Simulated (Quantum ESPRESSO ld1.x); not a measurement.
Results of a calculation; reference values are marked as such.
Question: All-electron atom: Cd2+ in [Kr] 4d10. Level of theory: scalar-relativistic Kohn-Sham, LDA (Slater exchange, Perdew-Zunger correlation), spin-polarised, spherical densities, point nucleus (ld1.x of Quantum ESPRESSO 7.5). Some entries of the table are withheld. Estimate them.

orbital  occ.  eigenvalue (eV)  <r> (bohr)  <r^2> (bohr^2)
1s          2         -26512.5     0.03043        0.001252
2s          2         -3953.04      0.1318         0.02047
2p          6         -3551.25      0.1149         0.01612
3s          2         -751.666         (1)          0.1474
3p          6         -619.853      0.3576          0.1485
3d         10         -412.898      0.3350             (2)
4s          2         -124.856      0.8788          0.8756
4p          6         -86.0190      0.9596             (3)
4d         10         -30.7062       1.254           1.886
5s          0         -21.6570       2.437           6.685
5p          0         -14.7258       2.952           9.851
5d          0          -6.9557       4.720           25.40
4f          0          -3.7607       7.409           62.86

Answer: 
(1) 3s <r> (bohr): 0.3590
(2) 3d <r^2> (bohr^2): 0.1335
(3) 4p <r^2> (bohr^2): 1.056
